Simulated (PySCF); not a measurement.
# Spin-Hamiltonian simulation

Molecule: SMILES Cc1cccc(C#N)n1, C7H6N2.

Molfile (atoms numbered from 1):
```
C7H6N2
     RDKit          3D

 15 15  0  0  0  0  0  0  0  0999 V2000
   -2.4587   -0.9003   -0.0974 C   0  0  0  0  0  0  0  0  0  0  0  0
   -1.0943   -0.2798   -0.0883 C   0  0  0  0  0  0  0  0  0  0  0  0
   -0.9266    1.0961    0.1458 C   0  0  0  0  0  0  0  0  0  0  0  0
    0.3512    1.6375    0.1475 C   0  0  0  0  0  0  0  0  0  0  0  0
    1.4392    0.7995   -0.0841 C   0  0  0  0  0  0  0  0  0  0  0  0
    1.1716   -0.5538   -0.3069 C   0  0  0  0  0  0  0  0  0  0  0  0
    2.2673   -1.4608   -0.5518 C   0  0  0  0  0  0  0  0  0  0  0  0
    3.1694   -2.1610   -0.7451 N   0  0  0  0  0  0  0  0  0  0  0  0
   -0.0553   -1.0804   -0.3096 N   0  0  0  0  0  0  0  0  0  0  0  0
   -3.0956   -0.4422   -0.8700 H   0  0  0  0  0  0  0  0  0  0  0  0
   -2.9640   -0.7574    0.8705 H   0  0  0  0  0  0  0  0  0  0  0  0
   -2.3720   -1.9747   -0.2983 H   0  0  0  0  0  0  0  0  0  0  0  0
   -1.7998    1.7276    0.3244 H   0  0  0  0  0  0  0  0  0  0  0  0
    0.5041    2.7040    0.3274 H   0  0  0  0  0  0  0  0  0  0  0  0
    2.4645    1.1712   -0.0939 H   0  0  0  0  0  0  0  0  0  0  0  0
  1  2  1  0
  2  3  2  0
  3  4  1  0
  4  5  2  0
  5  6  1  0
  6  7  1  0
  7  8  3  0
  6  9  2  0
  9  2  1  0
  1 10  1  0
  1 11  1  0
  1 12  1  0
  3 13  1  0
  4 14  1  0
  5 15  1  0
M  END
```

- J couplings at B3LYP/pcJ-1 (without the spin–dipole term)
- shieldings: GIAO B3LYP/pcSseg-1
- coordinates at the PBE0-D3(BJ)/def2-SVP level
- code: PySCF
- no solvent model, single conformer, non-relativistic Hamiltonian, averaged over atoms made equivalent by symmetry, fast rotation or ring inversion

Scale: ¹H (σ = 31.38 ppm) against TMS (reference shieldings calculated alike).

The 6-spin Hamiltonian (Zeeman plus full scalar coupling among like nuclei) was diagonalised exactly; lines are Lorentzian, 1.0 Hz wide, and the maxima above 3 % are listed with the tallest set to 100.

Peak list at 700 MHz for the spins H10/H11/H12/H13/H14/H15:
δ in ppm (height): 7.603 (10), 7.590 (21), 7.578 (12), 7.336 (15), 7.324 (13), 7.186 (17), 7.174 (16), 2.670 (100)

Q: Extract the chemical shifts and coupling constants behind this pattern (give the signs of the calculation).

A: 
Shifts (ppm): H10/H11/H12 2.67, H13 7.18, H14 7.59, H15 7.33.
Couplings (Hz): H10–H11, H10–H12, H11–H12: -16.1; H10–H13, H11–H13, H12–H13: -0.5; H10–H14, H11–H14, H12–H14: 0.3; H10–H15, H11–H15, H12–H15: -0.8; H13–H14: 8.8; H13–H15: 0.6; H14–H15: 8.5.
These are the parameters used. A line list fixes at most the relative signs, and those only where coupling is strong; other parameter sets or atom labellings may fit too, and couplings well below the line width leave little trace. Couplings within a CH3 group never show.

Unscaled 3J(H,H) at this level run about 10 % above measured values.
